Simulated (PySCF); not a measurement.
C₂H₃BF₂O, SMILES B(F)(C(F)=C)O.

Coordinates come from a B3LYP-D3(BJ)/def2-SVP optimisation. The structure was generated by enumeration, and PubChem lists no compound with its InChIKey, so it may never have been made. The values are those of a single conformer.

Method: TDA-PBE0/def2-SVPD run with PySCF.

Vertical excitations. The molecule is in vacuum. State labels are in the subgroup Cs.

Computed excitation energies, oscillator strengths and character:
```csv
state,symmetry,energy (eV),λ (nm),f,main pairs
S1,A',6.91,180,0.447,HOMO→LUMO 91 %
S2,A",6.98,178,0.000,HOMO−1→LUMO 98 %
S3,A",7.23,171,0.017,HOMO→LUMO+1 96 %
S4,A",8.18,152,0.024,HOMO→LUMO+2 95 %
S5,A',8.47,146,0.069,HOMO−2→LUMO 95 %
S6,A",8.48,146,0.000,HOMO−3→LUMO 93 %
S7,A",8.62,144,0.004,HOMO→LUMO+3 88 %
S8,A',8.96,138,0.025,HOMO−1→LUMO+1 96 %
S9,A",8.96,138,0.011,"HOMO→LUMO+4 62 %, HOMO→LUMO+6 17 %"
S10,A",9.18,135,0.000,HOMO−4→LUMO 88 %
T1,A',3.80,326,0,HOMO→LUMO 95 %
T2,A",6.27,198,0,HOMO−1→LUMO 98 %
T3,A",7.07,175,0,HOMO→LUMO+1 91 %
T4,A',7.30,170,0,HOMO−2→LUMO 93 %
```
Triplets are in the Tamm–Dancoff approximation.
